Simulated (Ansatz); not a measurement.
Basis-set extrapolation for CH$_{7}$BO$_{4}$ (PBE0-D4/def2-TZVP geometry, frozen core, the Gaussian-basis code of Ansatz). Multiplicity 1, RHF reference.

```tsv
	def2-TZVPP	def2-QZVPP
HF	-366.411640	-366.429276
MP2 correlation	-1.247577	-1.345177
CCSD(T) correlation	-1.319156	not run
```

Energies in hartree. Use E(X) = E(∞) + A·exp(−7.88·√X) for Hartree–Fock and E(X) = E(∞) + B·X^(−2.97) for correlation, with X = 3 and 4, and add CCSD(T) minus MP2 of the smaller set to the MP2 limit.

Problem. What is the CCSD(T) energy at the basis-set limit?

Solution. HF limit: -366.429276 + (-0.017636) × 0.13774 = -366.43171. MP2 limit: -1.345177 + (-0.097600) × 0.74074 = -1.41747. Higher-order term: -1.319156 − (-1.247577) = -0.07158. Total: -367.92076 hartree, 498.8 kJ/mol below CCSD(T)/def2-TZVPP.
